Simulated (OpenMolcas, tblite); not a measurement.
# How methods differ on CH4AlNO (SMILES C1[NH][AlH][O]1)

The species is CH4AlNO (8 atoms), meant as a singlet with charge 0. As SMILES, `C1[NH][AlH][O]1`. The coordinates come from a PBE0-D4/def2-TZVP relaxation.

Each level gives the vertical energy of the triplet above the singlet (eV). The values are calculated.

| level | kind | program | value (eV) |
| --- | --- | --- | --- |
| IPEA1-xTB | semi-empirical | tblite | 4.06 |
| HF/def2-SVPD | Hartree–Fock | OpenMolcas | 4.32 |
| SVWN5/def2-SVPD | LDA | OpenMolcas | 4.95 |
| BLYP/def2-SVPD | GGA | OpenMolcas | 4.90 |
| M06-L/def2-SVPD | meta-GGA | OpenMolcas | 5.03 |
| B3LYP/def2-SVPD | global hybrid | OpenMolcas | 5.03 |

The values span 4.06 to 5.03 eV.
